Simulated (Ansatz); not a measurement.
C₃H₉ClGeO, SMILES `C[CH2][GeH]([Cl])[O]C`, relaxed with RKS PBE0-D4/def2-TZVP in Ansatz from a PBE-D4/def2-SVP geometry. The force threshold is 0.005 eV/Å; the program also tests the step.

Total charge 0; spin multiplicity 1.

Start:

```xyz
15

C    -1.396   -0.632   -1.615
C    -0.798    0.756   -1.368
Ge   -0.001    0.911    0.409
Cl   -1.543    0.492    1.919
O     1.211   -0.407    0.504
C     1.876   -0.674    1.727
H    -0.623   -1.421   -1.534
H    -1.850   -0.698   -2.625
H    -2.186   -0.863   -0.872
H    -1.560    1.559   -1.452
H     0.007    0.997   -2.095
H     0.652    2.265    0.813
H     2.485    0.193    2.082
H     2.564   -1.530    1.566
H     1.163   -0.948    2.540
```

```csv
step,energy (eV),largest force (eV/Å),largest move (Å)
1,-74332.9452,0.574,0.000
2,-74333.0071,0.256,0.041
3,-74333.0130,0.065,0.019
4,-74333.0135,0.016,0.011
5,-74333.0137,0.006,0.008
6,-74333.0138,0.020,0.017
7,-74333.0138,0.012,0.011
8,-74333.0139,0.004,0.014
9,-74333.0139,0.003,0.006
```

End:

```xyz
15

C    -1.415   -0.619   -1.621
C    -0.783    0.740   -1.355
Ge    0.000    0.867    0.412
Cl   -1.526    0.486    1.906
O     1.187   -0.438    0.526
C     1.881   -0.654    1.733
H    -0.680   -1.421   -1.534
H    -1.840   -0.659   -2.627
H    -2.219   -0.827   -0.912
H    -1.515    1.547   -1.447
H     0.020    0.953   -2.067
H     0.654    2.198    0.825
H     2.427    0.240    2.060
H     2.605   -1.454    1.564
H     1.204   -0.961    2.539
```

It took 31 s on 2 threads of an AMD EPYC 7R13 on a shared host and a share of an NVIDIA H100 80 GB, with 0.95 GiB of host memory at the peak.
